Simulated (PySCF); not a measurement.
A structure optimised at PBE0-D3(BJ)/def2-TZVP, used in a PySCF frequency run:

```xyz
6

Si     0.0014     1.0457     0.0000
P     -0.0938    -1.2011     0.0000
H      0.7176     1.5361     1.2090
H     -1.3782     1.5958     0.0000
H      0.7176     1.5361    -1.2090
H      1.3294    -1.2909     0.0000
```
Charge 0, spin multiplicity 2.

Task: Write its SMILES, formula and point group.

Result: [SiH3][PH], H₄PSi, Cs

Task: What are its rotational constants (standard atomic weights)?

Result: 64.112, 5.8041, 5.6745 GHz
